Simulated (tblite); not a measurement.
C7H10F3P.
Bonds: C1–C2 (double), C2–P3, P3–C4, C4–C5, C5–C6, P3–C7, C7–F8, C7–C9 (double), C9–F10, C9–F11. Hydrogens: H12, H13 on C1; H14 on C2; H15, H16 on C4; H17, H18 on C5; H19, H20, H21 on C6.

Computed with GFN2-xTB (tblite), gas phase: L-BFGS steps from a force-field or distance-geometry start until the largest atomic force falls under 0.01 eV/Å.

Step 10: E = -999.4786 eV
```
atom  x, y, z in Å  |  force x, y, z in eV/Å
C1      2.8446   -1.0249    0.0905   -0.073   0.005   0.001
C2      1.5933   -0.6620    0.3242   -0.024   0.091  -0.047
P3      0.6248    0.2506   -0.9398    0.013  -0.054  -0.031
C4     -1.0684    0.1569   -0.1751    0.066   0.017  -0.064
C5     -1.6997   -1.2133   -0.4128    0.017   0.014   0.009
C6     -3.1129   -1.2831    0.1586    0.040   0.010  -0.024
C7      1.0448    1.9595   -0.3605   -0.031  -0.096  -0.021
F8      0.1829    2.6006    0.4531    0.055   0.024   0.005
C9      2.1238    2.6019   -0.7922   -0.064  -0.011   0.045
F10     3.0111    2.0479   -1.6098   -0.074  -0.078   0.028
F11     2.4971    3.8323   -0.4716    0.015   0.056   0.019
H12     3.3324   -0.7848   -0.8395   -0.001  -0.007  -0.023
H13     3.4320   -1.5718    0.8095    0.002   0.004   0.051
H14     1.0896   -0.9034    1.2537    0.012  -0.003  -0.015
H15    -1.6736    0.9267   -0.6622   -0.023   0.024   0.034
H16    -1.0196    0.3814    0.8935    0.025   0.010   0.024
H17    -1.0791   -1.9863    0.0491   -0.011  -0.005  -0.016
H18    -1.7297   -1.4119   -1.4871    0.009  -0.014   0.010
H19    -3.1014   -1.0991    1.2306    0.001  -0.001   0.007
H20    -3.7514   -0.5361   -0.3091    0.019  -0.008   0.004
H21    -3.5492   -2.2642   -0.0170    0.026   0.020   0.003
```

Step 11: E = -999.4803 eV
```
atom  x, y, z in Å  |  force x, y, z in eV/Å
C1      2.8430   -1.0251    0.0905   -0.067   0.012   0.004
C2      1.5920   -0.6604    0.3219   -0.008   0.078  -0.029
P3      0.6266    0.2521   -0.9415   -0.020  -0.095  -0.075
C4     -1.0657    0.1575   -0.1756    0.049   0.016  -0.039
C5     -1.6980   -1.2122   -0.4122    0.017   0.008  -0.004
C6     -3.1110   -1.2828    0.1582    0.024   0.015  -0.005
C7      1.0443    1.9572   -0.3609   -0.048  -0.048   0.019
F8      0.1824    2.5946    0.4535    0.008   0.054   0.044
C9      2.1217    2.6023   -0.7895   -0.024  -0.008   0.014
F10     3.0047    2.0419   -1.6069   -0.025  -0.063   0.001
F11     2.4984    3.8329   -0.4726    0.002   0.026   0.018
H12     3.3309   -0.7857   -0.8390    0.011  -0.005  -0.043
H13     3.4314   -1.5692    0.8103   -0.002  -0.006   0.060
H14     1.0858   -0.8991    1.2502    0.011  -0.011   0.005
H15    -1.6722    0.9272   -0.6610   -0.023   0.026   0.030
H16    -1.0163    0.3815    0.8937    0.027   0.008   0.009
H17    -1.0788   -1.9864    0.0486    0.003  -0.008  -0.007
H18    -1.7282   -1.4106   -1.4863    0.008  -0.017  -0.004
H19    -3.1014   -1.0991    1.2304    0.009   0.002   0.011
H20    -3.7501   -0.5366   -0.3089    0.014   0.007  -0.006
H21    -3.5485   -2.2633   -0.0167    0.034   0.010  -0.004
```

Step 12: E = -999.4815 eV
```
atom  x, y, z in Å  |  force x, y, z in eV/Å
C1      2.8410   -1.0251    0.0904   -0.027   0.012   0.001
C2      1.5906   -0.6578    0.3198    0.005   0.041  -0.003
P3      0.6275    0.2516   -0.9445   -0.038  -0.080  -0.091
C4     -1.0628    0.1583   -0.1764    0.014   0.008  -0.008
C5     -1.6963   -1.2112   -0.4119    0.014   0.002  -0.014
C6     -3.1091   -1.2822    0.1580    0.010   0.017   0.011
C7      1.0431    1.9547   -0.3607   -0.034   0.013   0.033
F8      0.1820    2.5907    0.4546   -0.024   0.060   0.063
C9      2.1196    2.6025   -0.7870   -0.010  -0.023  -0.005
F10     2.9991    2.0361   -1.6044    0.006  -0.043  -0.013
F11     2.4997    3.8335   -0.4733   -0.014  -0.017   0.014
H12     3.3297   -0.7866   -0.8392    0.008  -0.010  -0.035
H13     3.4308   -1.5671    0.8118   -0.022   0.002   0.047
H14     1.0829   -0.8957    1.2473    0.010  -0.009   0.013
H15    -1.6713    0.9281   -0.6596   -0.016   0.022   0.027
H16    -1.0130    0.3818    0.8938    0.033   0.005  -0.015
H17    -1.0784   -1.9866    0.0481    0.015  -0.007   0.000
H18    -1.7267   -1.4097   -1.4857    0.007  -0.017  -0.013
H19    -3.1011   -1.0991    1.2303    0.016   0.005   0.010
H20    -3.7488   -0.5368   -0.3089    0.011   0.018  -0.012
H21    -3.5472   -2.2624   -0.0165    0.039   0.002  -0.010
```

Step 13: E = -999.4826 eV
```
atom  x, y, z in Å  |  force x, y, z in eV/Å
C1      2.8391   -1.0249    0.0904    0.015   0.010  -0.004
C2      1.5894   -0.6548    0.3180    0.011   0.000   0.013
P3      0.6276    0.2498   -0.9486   -0.039  -0.026  -0.067
C4     -1.0602    0.1591   -0.1773   -0.022  -0.003   0.011
C5     -1.6946   -1.2103   -0.4118    0.008  -0.004  -0.016
C6     -3.1073   -1.2815    0.1579    0.000   0.015   0.017
C7      1.0414    1.9529   -0.3599   -0.030   0.047   0.031
F8      0.1811    2.5885    0.4567   -0.031   0.046   0.059
C9      2.1176    2.6021   -0.7851    0.001  -0.033  -0.018
F10     2.9945    2.0305   -1.6025    0.016  -0.019  -0.012
F11     2.5005    3.8335   -0.4737   -0.026  -0.060   0.008
H12     3.3288   -0.7876   -0.8399    0.000  -0.019  -0.014
H13     3.4297   -1.5652    0.8138   -0.044   0.018   0.025
H14     1.0807   -0.8929    1.2451    0.011  -0.001   0.011
H15    -1.6709    0.9293   -0.6578   -0.008   0.015   0.023
H16    -1.0096    0.3821    0.8936    0.040   0.000  -0.034
H17    -1.0778   -1.9869    0.0477    0.021  -0.001   0.003
H18    -1.7254   -1.4093   -1.4855    0.005  -0.015  -0.017
H19    -3.1006   -1.0990    1.2305    0.021   0.008   0.006
H20    -3.7474   -0.5367   -0.3090    0.011   0.023  -0.013
H21    -3.5454   -2.2616   -0.0165    0.040  -0.002  -0.012
```

Task: Estimate the geometry and energy of step 14. (The exact step hangs on the optimiser's Hessian estimate; all steps are aligned on step 13, rigid shifts and turns removed.)

Result: E = -999.4835 eV, largest force 0.086 eV/Å
```
atom  x, y, z in Å  |  force x, y, z in eV/Å
C1      2.8378   -1.0245    0.0902    0.038   0.010  -0.006
C2      1.5885   -0.6523    0.3166    0.006  -0.029   0.011
P3      0.6270    0.2479   -0.9532   -0.027   0.037  -0.014
C4     -1.0584    0.1597   -0.1782   -0.042  -0.013   0.013
C5     -1.6931   -1.2096   -0.4119   -0.002  -0.010  -0.013
C6     -3.1058   -1.2806    0.1581   -0.003   0.010   0.013
C7      1.0392    1.9522   -0.3587   -0.029   0.050   0.015
F8      0.1798    2.5876    0.4596   -0.020   0.027   0.040
C9      2.1159    2.6010   -0.7838   -0.004  -0.043  -0.020
F10     2.9909    2.0252   -1.6011    0.014   0.002  -0.005
F11     2.5006    3.8326   -0.4738   -0.025  -0.082   0.002
H12     3.3281   -0.7888   -0.8409   -0.005  -0.026   0.005
H13     3.4279   -1.5633    0.8161   -0.053   0.029   0.007
H14     1.0790   -0.8906    1.2436    0.014   0.008   0.005
H15    -1.6707    0.9306   -0.6558   -0.003   0.008   0.018
H16    -1.0059    0.3823    0.8930    0.045  -0.004  -0.040
H17    -1.0769   -1.9871    0.0473    0.021   0.008   0.003
H18    -1.7242   -1.4093   -1.4856    0.003  -0.012  -0.014
H19    -3.0997   -1.0987    1.2309    0.024   0.011   0.002
H20    -3.7461   -0.5361   -0.3094    0.013   0.021  -0.008
H21    -3.5431   -2.2610   -0.0168    0.035  -0.002  -0.012
```

The energy changes by -0.0009 eV. The first-order estimate −F·Δx gives -0.0012 eV and the mean of the old and new forces, exact on a quadratic surface, -0.0009 eV. The step makes an angle of 61° with the force vector and moves no atom by more than 0.007 Å.
